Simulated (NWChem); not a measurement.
System: SiCl3F; SMILES Cl[Si](F)(Cl)Cl

Here is an NWChem input.

```
start job
memory heap 200 mb stack 900 mb global 1100 mb
geometry units angstroms noautoz
  F      0.000000     0.000000     1.856268
  Si     0.000000     0.000000     0.237486
  Cl     1.780678     0.767369    -0.406819
  Cl    -1.554900     1.158428    -0.406819
  Cl    -0.225778    -1.925797    -0.406819
end
basis spherical
  * library def2-svp
end
dft
  xc r2scan0
  iterations 150
  mulliken
end
task dft energy
```

Excerpt of the output:

```
             Northwest Computational Chemistry Package (NWChem) 7.3.0
             --------------------------------------------------------

 C3  symmetry detected

                             Geometry "geometry" -> ""
                             -------------------------

 Output coordinates in angstroms (scale by  1.889725989 to convert to a.u.)

  No.       Tag          Charge          X              Y              Z
 ---- ---------------- ---------- -------------- -------------- --------------
    1 F                    9.0000    -0.00000000     0.00000000     1.86595115
    2 Si                  14.0000    -0.00000000     0.00000000     0.24716915
    3 Cl                  17.0000     1.78604759     0.75478707    -0.39713585
    4 Cl                  17.0000    -1.54668857     1.16936905    -0.39713585
    5 Cl                  17.0000    -0.23935902    -1.92415612    -0.39713585

 Effective nuclear repulsion energy (a.u.)     444.2226429787

      Symmetry information
      --------------------

 Group name             C3
 Group number              5
 Group order               3
 No. of unique centers     3

                                 NWChem DFT Module
                                 -----------------

 Summary of "ao basis" -> "ao basis" (spherical)
 ------------------------------------------------------------------------------
       Tag                 Description            Shells   Functions and Types
 ---------------- ------------------------------  ------  ---------------------
 F                          def2-svp                 6       14   3s2p1d
 Si                         def2-svp                 8       18   4s3p1d
 Cl                         def2-svp                 8       18   4s3p1d

      Symmetry analysis of basis
      --------------------------

        a          32
        e+         27
        e-         27

  Rotation of axis

            General Information
            -------------------
          SCF calculation type: DFT
          Wavefunction type:  closed shell.
          No. of atoms     :     5
          No. of electrons :    74
           Alpha electrons :    37
            Beta electrons :    37
          Charge           :     0
          Spin multiplicity:     1
          Use of symmetry is: on ; symmetry adaption is: on
          Maximum number of iterations: 150
          AO basis - number of functions:    86
                     number of shells:    38
          Convergence on energy requested:  1.00D-06
          Convergence on density requested:  1.00D-05
          Convergence on gradient requested:  5.00D-04

              XC Information
              --------------
                     r^2SCAN0 Method XC Functional
                     Hartree-Fock (Exact) Exchange  0.250
               r^2SCAN metaGGA Exchange Functional  0.750
                     r^2SCAN Correlation Potential  1.000

             Grid Information
             ----------------
          Grid used for XC integration:  medium
          Radial quadrature: Mura-Knowles
          Angular quadrature: Lebedev.
          Tag              B.-S. Rad. Rad. Pts. Rad. Cut. Ang. Pts.
          ---              ---------- --------- --------- ---------
          F                   0.50       49           8.0       434
          Si                  1.10       88           7.0       590
          Cl                  1.00       88           9.0       590
          Grid pruning is: on
          Number of quadrature shells:   225
          Spatial weights used:  Erf1

      Superposition of Atomic Density Guess
      -------------------------------------

 Sum of atomic energies:       -1766.00161330

      Non-variational initial energy
      ------------------------------

 Total energy =   -1767.007984
 1-e energy   =   -3331.136054
 2-e energy   =    1119.905428
 HOMO         =      -0.421931
 LUMO         =       0.050152

      Symmetry analysis of molecular orbitals - initial
      -------------------------------------------------

  Numbering of irreducible representations:

     1 a           2 e+          3 e-

  Orbital symmetries:

     1 a           2 e+          3 e+          4 a           5 a
     6 a           7 e+          8 e+          9 a          10 e+
    11 e+         12 a          13 e+         14 e+         15 a
    16 e+         17 e+         18 a          19 a          20 e+
    21 e+         22 a          23 a          24 e+         25 e+
    26 a          27 e+         28 e+         29 a          30 e+
    31 e+         32 a          33 e+         34 e+         35 e+
    36 e+         37 a          38 a          39 a          40 e+
    41 e+         42 a          43 e+         44 e+         45 e+
    46 e+         47 a

     ---------------------------------------------
      Total Density - Mulliken Population Analysis
     ---------------------------------------------

    Atom       Charge   Shell Charges
 -----------   ------   -------------------------------------------------------
    1 F    9     9.57   1.99  1.14  0.78  3.51  2.14  0.00
    2 Si  14    12.32   2.00  1.99  0.79  0.03  5.93  0.74  0.52  0.32
    3 Cl  17    17.37   2.00  1.99  1.22  0.72  5.94  2.14  3.34  0.01
    4 Cl  17    17.37   2.00  1.99  1.22  0.72  5.94  2.14  3.34  0.01
    5 Cl  17    17.37   2.00  1.99  1.22  0.72  5.94  2.14  3.34  0.01

   convergence    iter        energy       DeltaE   RMS-Dens  Diis-err
 ---------------- ----- ----------------- --------- --------- ---------
 d= 0,ls=0.0,diis     1  -1769.2746360235 -2.21D+03  1.67D-02  8.07D-01
 d= 0,ls=0.0,diis     2  -1769.2303370210  4.43D-02  9.04D-03  1.28D+00
 d= 0,ls=0.0,diis     3  -1769.3722771351 -1.42D-01  8.23D-04  1.02D-02
 d= 0,ls=0.0,diis     4  -1769.3727787405 -5.02D-04  4.55D-04  3.01D-03
 d= 0,ls=0.0,diis     5  -1769.3730942311 -3.15D-04  8.44D-05  7.16D-05
  Resetting Diis
 d= 0,ls=0.0,diis     6  -1769.3731024740 -8.24D-06  8.53D-06  5.74D-07
 d= 0,ls=0.0,diis     7  -1769.3731025412 -6.71D-08  2.11D-06  3.04D-08

         Total DFT energy =    -1769.373102541150
      One electron energy =    -3330.786441829615
           Coulomb energy =     1233.293797976616
    Exchange-Corr. energy =     -116.103101666900
 Nuclear repulsion energy =      444.222642978749

 Numeric. integr. density =       73.999998234769

                  Occupations of the irreducible representations
                  ----------------------------------------------

                     irrep           alpha         beta
                     --------     --------     --------
                     a                15.0         15.0
                     e+               22.0         22.0
                     e-                0.0          0.0

                       DFT Final Molecular Orbital Analysis
                       ------------------------------------

 Vector   35  Occ=2.000000D+00  E=-3.741062D-01  Symmetry=e+
              MO Center=  2.5D-01, -6.6D-01, -3.1D-01, r^2= 4.3D+00
   Bfn.  Coefficient  Atom+Function         Bfn.  Coefficient  Atom+Function
  ----- ------------  ---------------      ----- ------------  ---------------
    81      0.425200  5 Cl pz                78      0.315691  5 Cl pz
    45     -0.303281  3 Cl pz                42     -0.225172  3 Cl pz
    80     -0.222494  5 Cl py                75      0.182653  5 Cl pz
    44     -0.180278  3 Cl py                62     -0.174089  4 Cl py
    77     -0.164223  5 Cl py                41     -0.137690  3 Cl py

 Vector   36  Occ=2.000000D+00  E=-3.741062D-01  Symmetry=e+
              MO Center= -2.5D-01,  6.6D-01, -3.1D-01, r^2= 4.3D+00
   Bfn.  Coefficient  Atom+Function         Bfn.  Coefficient  Atom+Function
  ----- ------------  ---------------      ----- ------------  ---------------
    63      0.420589  4 Cl pz                45     -0.315880  3 Cl pz
    60      0.312268  4 Cl pz                42     -0.234526  3 Cl pz
    61     -0.210485  4 Cl px                43     -0.204296  3 Cl px
    57      0.180672  4 Cl pz                79     -0.162079  5 Cl px
    58     -0.156676  4 Cl px                40     -0.152785  3 Cl px

 Vector   37  Occ=2.000000D+00  E=-3.633001D-01  Symmetry=a
              MO Center=  6.0D-14, -2.8D-14, -3.9D-01, r^2= 4.9D+00
   Bfn.  Coefficient  Atom+Function         Bfn.  Coefficient  Atom+Function
  ----- ------------  ---------------      ----- ------------  ---------------
    79      0.383831  5 Cl px                44      0.356280  3 Cl py
    62     -0.308535  4 Cl py                76      0.284927  5 Cl px
    41      0.264476  3 Cl py                61     -0.233264  4 Cl px
    59     -0.229032  4 Cl py                58     -0.173159  4 Cl px
    73      0.164400  5 Cl px                38      0.152600  3 Cl py

 Vector   38  Occ=0.000000D+00  E=-9.883593D-03  Symmetry=a
              MO Center= -6.3D-15, -4.3D-14, -2.0D-01, r^2= 3.6D+00
   Bfn.  Coefficient  Atom+Function         Bfn.  Coefficient  Atom+Function
  ----- ------------  ---------------      ----- ------------  ---------------
    17      0.942235  2 Si s                 18      0.652828  2 Si s
    80     -0.453726  5 Cl py                16      0.425252  2 Si s
    43      0.421159  3 Cl px                61     -0.364717  4 Cl px
    62      0.275743  4 Cl py                36     -0.261404  3 Cl s
    54     -0.261404  4 Cl s                 72     -0.261404  5 Cl s

 Vector   39  Occ=0.000000D+00  E= 4.286741D-02  Symmetry=a
              MO Center= -1.3D-14, -3.5D-14,  1.8D-01, r^2= 3.4D+00
   Bfn.  Coefficient  Atom+Function         Bfn.  Coefficient  Atom+Function
  ----- ------------  ---------------      ----- ------------  ---------------
    27      0.973822  2 Si pz                 3     -0.455716  1 F  s
    24      0.350036  2 Si pz                45     -0.252702  3 Cl pz
    63     -0.252702  4 Cl pz                81     -0.252702  5 Cl pz
    30     -0.227450  2 Si d  0               6     -0.191504  1 F  pz
    17      0.185735  2 Si s                  9      0.171557  1 F  pz

 Vector   40  Occ=0.000000D+00  E= 6.395617D-02  Symmetry=e+
              MO Center= -1.1D-01, -2.3D-01,  2.4D-01, r^2= 3.4D+00
   Bfn.  Coefficient  Atom+Function         Bfn.  Coefficient  Atom+Function
  ----- ------------  ---------------      ----- ------------  ---------------
    25      1.099662  2 Si px                22      0.468325  2 Si px
    36     -0.456206  3 Cl s                 54      0.372653  4 Cl s
    62     -0.344653  4 Cl py                43      0.303825  3 Cl px
    79     -0.296836  5 Cl px                44      0.244893  3 Cl py
    45     -0.205527  3 Cl pz                19     -0.204270  2 Si px

     ---------------------------------------------
      Total Density - Mulliken Population Analysis
     ---------------------------------------------

    Atom       Charge   Shell Charges
 -----------   ------   -------------------------------------------------------
    1 F    9     9.34   1.99  1.13  0.80  3.34  2.07  0.01
    2 Si  14    12.99   2.00  1.98  0.96 -0.10  5.93  1.11  0.57  0.54
    3 Cl  17    17.22   2.00  1.99  1.24  0.71  5.93  2.14  3.18  0.02
    4 Cl  17    17.22   2.00  1.99  1.24  0.71  5.93  2.14  3.18  0.02
    5 Cl  17    17.22   2.00  1.99  1.24  0.71  5.93  2.14  3.18  0.02

     -------------------------------------------
      Total Density - Lowdin Population Analysis
     -------------------------------------------

    Atom       Charge   Shell Charges
 -----------   ------   -------------------------------------------------------
    1 F    9     9.20   1.98  1.02  0.77  3.21  2.22  0.01
    2 Si  14    13.76   2.00  1.92  0.66  0.30  5.81  1.16  1.05  0.85
    3 Cl  17    17.01   2.00  1.96  1.04  0.79  5.82  2.25  3.13  0.02
    4 Cl  17    17.01   2.00  1.96  1.04  0.79  5.82  2.25  3.13  0.02
    5 Cl  17    17.01   2.00  1.96  1.04  0.79  5.82  2.25  3.13  0.02

     Multipole analysis of the density
     ---------------------------------

     L   x y z        total         alpha         beta         nuclear
     -   - - -        -----         -----         ----         -------
     0   0 0 0     -0.000000    -37.000000    -37.000000     74.000000

     1   1 0 0      0.000000      0.000000      0.000000      0.000000
     1   0 1 0     -0.000000     -0.000000     -0.000000     -0.000000
     1   0 0 1     -0.235483     -0.117741     -0.117741      0.000000

     2   2 0 0    -40.427000   -191.395276   -191.395276    342.363552
     2   1 1 0     -0.000000     -0.000000     -0.000000      0.000000
     2   1 0 1     -0.000000     -0.000000     -0.000000      0.000000
     2   0 2 0    -40.427000   -191.395276   -191.395276    342.363552
     2   0 1 1      0.000000      0.000000      0.000000      0.000000
     2   0 0 2    -42.102164    -92.891648    -92.891648    143.681132
```

Level: r2SCAN0/def2-SVP. All runs use the structure optimised with PBE-D3(BJ)/def2-SVP.
